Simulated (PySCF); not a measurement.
CH₇FOSi₂, SMILES OC[SiH2][SiH2]F.

Geometry optimised at PBE0-D3(BJ)/def2-SVP. This is a generated structure with no PubChem entry under its InChIKey; it may be hypothetical. The values are those of a single conformer.

Two levels are set side by side: PBE/def2-TZVP (PySCF) and r2SCAN/def2-TZVP (PySCF). Same geometry, gas phase. Differences are taken from unrounded values.

| quantity | r2SCAN |
|---|---|
| orbital gap (eV) | 5.47 |
| highest occupied level (eV) | -6.57 |
| lowest empty level (eV) | -1.10 |
| dipole moment (D) | 2.46 |
| mean polarisability (bohr³) | 71.7 |

Problem. What does PBE give, and how far is it from r2SCAN? (The exact figures need the calculation; the answer reports its results.)

Solution. 
| quantity | PBE | PBE minus r2SCAN |
|---|---|---|
| orbital gap (eV) | 4.84 | -0.62 |
| highest occupied level (eV) | -6.28 | 0.29 |
| lowest empty level (eV) | -1.43 | -0.33 |
| dipole moment (D) | 2.43 | -0.03 |
| mean polarisability (bohr³) | 74.1 | 2.4 |

Rough cost on one machine, each run with all the roots and properties that it gave: r2SCAN against PBE about 3 times.
